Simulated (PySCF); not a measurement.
# Reading the logs of faulty runs: GeH8N2Si

These are calculations, not measurements. The program is PySCF 2.14.0, an open-source quantum chemistry code, run on an isolated molecule that a program drew, which may never have been made. The molecule is GeH8N2Si (charge 0, singlet), drawn as the SMILES string `[NH2][GeH2][NH][SiH3]`.

Each row is a Hartree-Fock (HF) and frozen-core CCSD(T) single point in the cc-pV(D+d)Z basis, meant for a local HF minimum. Run 1 is clean. Each other run has one planted mistake out of seven kinds, and not every kind appears here: one electron removed, one electron added, multiplicity raised by two, geometry at a saddle point, minimal basis STO-3G, one bond length entered in bohr, all coordinates scaled. The reference is restricted for singlets and unrestricted otherwise, and also for a bond in bohr. Adding or removing an electron swaps singlet and doublet. Electrons count all cores. HOMO and LUMO are orbital energies over both spins, the gradient is its largest component, and the lowest frequency (negative if imaginary) is given only where the gradient is small. Bond lengths are over the 11 bonds as drawn. T1 is the CCSD diagnostic: over 0.02 (restricted) or 0.045 (unrestricted) a single reference is doubtful. Germanium has the cc-pVDZ-PP basis, with a core potential (ECP10MDF) in place of its 10 inner electrons, and its 3s, 3p and 3d shells are frozen in CCSD(T).

Geometry of the clean run:
```xyz
12
GeH8N2Si, angstrom
N    -0.4458   -0.6221    0.5879
Ge    1.1565    0.2660    0.5402
N     2.2334   -0.7084   -0.5815
Si    1.7905   -1.5729   -2.0111
H    -1.2367   -0.0695    0.8694
H    -0.4513   -1.4815    1.1095
H     1.8989    0.3669    1.8812
H     0.8472    1.6654    0.0016
H     3.1911   -0.7867   -0.2902
H     1.2411   -2.9263   -1.7494
H     3.0066   -1.7431   -2.8441
H     0.7754   -0.8122   -2.7728
```

```
run,electrons,basis functions,<S^2>,HOMO (eV),LUMO (eV),gradient (hartree/bohr),lowest frequency (cm^-1),mean bond (Å),longest bond (Å),T1,HF (hartree),CCSD(T) (hartree),mistake
1,68,114,0.000,-10.34,4.12,2.9e-05,42,1.4477,1.835,0.0111,-695.91255,-696.53047,no fault
2,68,114,0.000,-10.17,3.75,4.2e-02,-,1.5259,1.934,0.0125,-695.88177,-696.51228,all coordinates scaled
3,68,114,2.009,-2.51,-0.03,7.4e-02,-,1.4477,1.835,0.0256,-695.69242,-696.30141,multiplicity raised by two
4,67,114,0.763,-15.62,-6.02,8.3e-02,-,1.4477,1.835,0.0260,-695.61605,-696.19896,one electron removed
5,69,114,0.759,3.38,8.13,5.7e-02,-,1.4477,1.835,0.0720,-695.77312,-696.42070,?
6,68,114,0.992,-8.12,1.86,2.1e-02,-,1.5960,3.463,0.0144,-695.81436,-696.39641,?
```

**Which mistake was planted in run 5, and what did it cost?**

It counts 69 electrons, one more than the clean run, at the same geometry and basis. So the mistake is: one electron added. Subtracting run 1 and multiplying by 627.51 kcal/mol a hartree, the energy moved by 87.5 kcal/mol in HF and 68.9 kcal/mol in CCSD(T).

**Which mistake was planted in run 6, and what did it cost?**

The mean bond changes by a factor of 1.102 and the longest by 1.887, so the molecule wasn't scaled as a whole. A length L in bohr read as angstrom grows by (1/0.5292 - 1) L = 0.890 L. The 11 bonds together grew by 11 x 0.1483 = 1.631 Å, which gives L = 1.833 Å. That is the length of one of the Ge-N bonds, 1.833 Å in the clean geometry. So the mistake is: one bond length entered in bohr. Subtracting run 1 and multiplying by 627.51 kcal/mol a hartree, the energy moved by 61.6 kcal/mol in HF and 84.1 kcal/mol in CCSD(T).

Cautions from the logs. Run 5: T1 is over the limit, so its CCSD(T) energy is less reliable and the HOMO is above zero, so the electron isn't bound and the energy depends on the basis.
